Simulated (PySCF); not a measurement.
Spectra and structures to be paired. Method: TDDFT wB97X-D/def2-SVPD, vertical, gas phase, core orbitals frozen in the response (PySCF 2.14.0, density-fitted response routines). Geometries: PBE0-D3(BJ)/def2-SVP; one conformer of each isolated species. Triplets are in the Tamm–Dancoff approximation.

A. `COCBN(C)C`
B. `C1C[C@H]2CNC[C@@H]12`
C. `CC(C)(C#N)CC`

Lowest singlet levels (six at most, fewer where fewer were computed) with oscillator strengths:

1. 7.76 eV (f 0.000); 8.11 eV (f 0.004); 8.11 eV (f 0.004); 9.08 eV (f 0.050); 9.14 eV (f 0.053); 9.34 eV (f 0.006); T1 6.45 eV
2. 6.34 eV (f 0.008); 7.42 eV (f 0.075); 7.45 eV (f 0.004); 7.67 eV (f 0.000); 8.09 eV (f 0.018); 8.21 eV (f 0.005); T1 6.17 eV
3. 6.95 eV (f 0.012); 7.14 eV (f 0.322); 7.29 eV (f 0.017); 7.56 eV (f 0.002); 7.71 eV (f 0.022); 8.03 eV (f 0.033); T1 5.54 eV

Task: Which spectrum belongs to which structure?

Result: 1 = C, 2 = B, 3 = A.
- A: S1 at 6.95 eV, HOMO→LUMO (81%); Löwdin shares by element: HOMO nitrogen 42%, boron 9%, oxygen 8%, carbon 8% or more (atoms not listed hold the other 33%); LUMO boron 50%, carbon 16% or more (atoms not listed hold the other 34%); HOMO -8.94 and LUMO 2.04 eV; point group Cs.
- B: S1 at 6.34 eV, HOMO→LUMO (72%), HOMO→LUMO+2 (16%); Löwdin shares by element: HOMO nitrogen 57%, carbon 19% or more, hydrogen 6% or more (atoms not listed hold the other 18%); LUMO carbon 22% or more, hydrogen 17% or more (atoms not listed hold the other 60%); HOMO -8.31 and LUMO 2.42 eV; point group Cs, 1 of its 6 listed states under f = 0.0005.
- C: S1 at 7.76 eV, HOMO-1→LUMO+2 (23%), HOMO→LUMO+1 (13%), HOMO-1→LUMO+5 (10%); Löwdin shares by element: HOMO carbon 47% or more, nitrogen 33% (atoms not listed hold the other 20%); LUMO carbon 43% or more (atoms not listed hold the other 57%); HOMO -11.01 and LUMO 2.08 eV.

Without π bonds the low states are Rydberg-like; a valence basis with one diffuse set may place them up to an eV too high.
